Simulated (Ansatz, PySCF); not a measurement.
Zn(SH) (HSZn), SMILES [SH][Zn+], charge +1. Atoms are numbered in the order given.

```xyz
3

Zn     0.0222     0.7703     0.0000
S     -0.0968    -1.3992     0.0000
H      1.2514    -1.5154     0.0000
```
Charge +1, spin multiplicity 1.

Coordinates come from a B3LYP-D3(BJ)/def2-TZVP optimisation. The spin state was assumed, not searched. The isomer is the one that the SMILES or the coordinates give; other isomers of the formula were not compared.

Two levels are set side by side: PBE-D3(BJ)/def2-TZVP (Ansatz, a program for electronic structure) and B3LYP-D3(BJ)/def2-TZVP (Ansatz). Each level has its own optimised geometry; the coordinates shown are those of the second. Frequencies come from the Hessian of PySCF at each geometry. Differences are taken from unrounded values.

```csv
quantity,B3LYP-D3(BJ),PBE-D3(BJ),PBE-D3(BJ) minus B3LYP-D3(BJ)
mean bond length (Å),1.763,1.762,-0.001
bond Zn1–S2 (Å),2.173,2.160,-0.013
bond S2–H3 (Å),1.353,1.365,0.012
highest harmonic wavenumber (cm⁻¹),2621,2560,-61
mean harmonic wavenumber (cm⁻¹),1236,1210,-27
zero-point energy (kcal/mol),5.30,5.19,-0.11
```
